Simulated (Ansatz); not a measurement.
Computed with Ansatz.

A structure relaxed at PBE0-D4/def2-TZVP, charge 0, multiplicity 1:

```xyz
12

C    -1.586    0.093    0.269
N    -0.134    0.028    0.356
Si    0.836    0.837   -0.817
As    0.516   -1.441    1.282
H    -2.039   -0.126    1.240
H    -1.893    1.103   -0.018
H    -2.012   -0.605   -0.464
H     2.193    1.042   -0.251
H     0.194    2.144   -1.128
H     0.982    0.081   -2.097
H     1.034   -2.285    0.105
H     1.908   -0.869    1.524
```

Problem. Give its formula and SMILES.

Solution. CH8AsNSi, `CN([SiH3])[AsH2]`.

Problem. Summarise the bond lengths by kind.

Solution. 1 × C–N 1.455 Å; 3 × C–H 1.094 to 1.098 Å; 1 × N–Si 1.724 Å; 1 × As–N 1.854 Å; 3 × H–Si 1.485 to 1.494 Å; 2 × As–H 1.525 to 1.538 Å.
